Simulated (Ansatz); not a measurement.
```xyz
11

C     1.053    1.726    0.308
Te   -1.083    1.625    0.062
Si   -1.088   -0.742   -0.641
N    -0.129   -1.638    0.443
F    -0.425   -1.008   -2.074
H     1.410    0.748    0.622
H     1.509    2.019   -0.634
H     1.256    2.468    1.077
H    -2.511   -1.136   -0.794
H     0.229   -2.546    0.194
H    -0.222   -1.517    1.437
```

Total charge 0; spin multiplicity 1. Te: def2 effective core potential.

(1) List the B3LYP/def2-TZVPP orbital energies in eV (the Gaussian-basis code of Ansatz). (Estimate.)

Answers

(1) Ansatz gave: Occupied: -1800.26, -671.23, -389.35, -277.36, -170.15, -144.59, -119.37, -119.27, -119.11, -99.96, -99.93, -99.87, -43.11, -43.08, -42.93, -42.84, -42.82, -32.20, -23.55, -19.70, -16.51, -14.78, -13.92, -12.72, -12.25, -11.85, -11.58, -11.55, -10.45, -8.83, -8.20, -7.34, -6.06. Lowest empty: -0.87, 0.28, 0.46, 0.75, 1.59, 2.01, 2.37, 2.64.

B3LYP here is the variant with VWN-RPA as its local correlation; programs differ in this.
